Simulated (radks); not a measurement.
Results of a calculation; reference values are marked as such.
Question: S I, 16 electrons, occupied as [Ne] 3s2 3p4. Level of theory: scalar-relativistic Kohn-Sham, PBE, spin-polarised, spherical densities, point nucleus; open shells are filled with parallel spins first (a radial shooting solver on a logarithmic mesh with Libxc functionals). Some entries of the table are withheld. Estimate them.

orbital  occ.  eigenvalue (eV)  <r> (bohr)
1s up       1        -2405.860     0.09688
1s down     1        -2405.604     0.09687
2s up       1        -211.6463      0.4791
2s down     1        -211.3996      0.4790
2p up       3        -156.4910      0.4426
2p down     3        -156.1462      0.4425
3s up       1         -18.0013         (1)
3s down     1         -16.1278         (2)
3p up       3          -7.6893       2.043
3p down     1          -5.9771       2.119

Answer: 
(1) 3s up <r> (bohr): 1.690
(2) 3s down <r> (bohr): 1.702
